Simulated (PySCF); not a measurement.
## C$_{6}$H$_{11}$N$_{3}$: full NMR table

| Quantity | Value |
| --- | --- |
| Formula | C6H11N3 |
| SMILES | CC(C)(C)c1cn[nH]n1 |
| Point group of the computed structure | C1 |
| Degrees of unsaturation | 3 |
| Carbon signals | 4 |
| Proton signals | 3 |

Atom-mapped SMILES (the numbers label the heavy atoms): `[CH3:1][C:2]([CH3:3])([CH3:4])[c:5]1[cH:6][n:7][nH:8][n:9]1`. Hydrogens are named by the atom that carries them.

Computational details: geometry: PBE0-D3(BJ)/def2-SVP, shieldings: GIAO HF/pcSseg-1, in PySCF (one conformer, no solvent, one averaged value for each set of equivalent atoms, non-relativistic Hamiltonian).

Scale: TMS for ¹H, ¹³C; NH3 for ¹⁵N (reference shieldings calculated alike).

| carbon | δC, type | δH (multiplicity) | HMBC from (2–3 bonds) | span of the C tensor (ppm) |
| --- | --- | --- | --- | --- |
| C1/C3/C4 | 30.3, CH3 | 1.34 (s) | H(C1)/H(C3)/H(C4) | 41 |
| C2 | 24.8, C | – | H(C6), H(C1)/H(C3)/H(C4) | 10 |
| C5 | 164.6, C | – | H(C6), H(C1)/H(C3)/H(C4) | 183 |
| C6 | 137.8, CH | 7.81 (s) | – | 189 |

Other nuclei:
```tsv
atoms	nucleus	environment	δ (ppm)	σ (ppm)
H(N8)	¹H	hydrogen on a pyrrole-type ring nitrogen	11.00	20.68
N7	¹⁵N	pyridine-type nitrogen of an azole	394.5	-128.7
N9	¹⁵N	pyridine-type nitrogen of an azole	383.4	-117.7
N8	¹⁵N	pyrrole-type ring nitrogen	268.9	-3.2
```

- Carbon types of the structure: 2 × C, 1 × CH, 3 × CH3, leaving 1 H on heteroatoms.
- δC 164.6: substituted aromatic carbon next to a ring nitrogen.
- δC 137.8: aromatic CH next to a ring nitrogen.
- δC 24.8: quaternary sp3 carbon on an aromatic ring; saturated and bonded to C and H only.
- δH 11.00: hydrogen on a pyrrole-type ring nitrogen; labile proton, position sensitive to the medium.
- δH 7.81: hydrogen on an aromatic CH next to a ring nitrogen; the ring current deshields protons in the ring plane.

OH/NH shifts are gas-phase values; hydrogen bonding in solution moves them, usually downfield. Shifts are as computed. Against solution values, carbons near 30 ppm lie about -0 ppm off and those near 130 ppm about +7 ppm. Of 1313 compounds with measured shifts, 239 miss one by over three times the rms of a fit or turn the order of signals round; such compounds aren't used in these exercises. Experimental scales use liquid or dissolved standards, which lie at an offset from isolated NH3 (liquid NH3: subtract about 20 ppm). Unscaled 15N shifts of sp2 nitrogen come out 20 to 40 ppm too high even then. No couplings were computed; multiplicities are counted from neighbouring protons, with m where these are inequivalent, close in shift, in a saturated or five-membered ring or joined by F or P, and br s for small geminal =CH2 splittings.
